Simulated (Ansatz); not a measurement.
Cartesian coordinates in Å:
```
C -0.466 -1.513 0.902
S 0.924 -0.345 0.780
Si 0.242 0.853 -0.819
O 1.156 2.194 -0.904
F -1.295 1.199 -0.553
H -0.237 -2.178 1.733
H -0.561 -2.105 -0.007
H -1.397 -0.987 1.107
H 0.291 0.209 -2.143
H 1.342 2.672 -0.094
```

Charge 0, multiplicity 1.

Q: List the PBE/def2-TZVPP orbital energies in eV (the Gaussian-basis code of Ansatz). (An estimate is asked.)

A: Ansatz gave: Occupied: -2395.71, -1781.10, -659.85, -510.75, -269.91, -208.67, -154.84, -154.72, -154.59, -138.64, -95.42, -95.39, -95.33, -29.59, -25.53, -19.52, -16.06, -14.22, -12.40, -11.24, -10.92, -10.64, -10.17, -10.14, -9.10, -8.93, -8.26, -7.40, -6.05. Lowest empty: -0.97, 0.03, 0.43, 0.84, 1.22, 1.56, 2.05, 2.30.
